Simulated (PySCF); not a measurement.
Computed with PySCF, PBE0, basis Pt def2-TZVP with ECP60, N def2-TZVP, F def2-TZVP (scalar-relativistic core potentials, no spin–orbit coupling, density fitting). Open shells, if any, are unrestricted.

Question: What spin state, shape and geometry does isolated FPtN take (every ligand bound to Pt)?

Answer: Formally Pt is in oxidation state +4, d6, with 0 unpaired electrons (the high-spin count would be 4). The polar-tensor charge on Pt, 0.73, is far below the formal one. The lowest minimum found is a singlet of C∞v symmetry with Pt–F 1.852 Å, Pt–N 1.645 Å; F–Pt–N 180.0°. Its harmonic wavenumbers are 143 (π), 687 (σ+), 1163 (σ+) cm⁻¹ and its dipole moment is 1.20 D.

This need not be the most stable arrangement of these atoms. Spin–orbit coupling, left out here, can matter for elements this heavy.
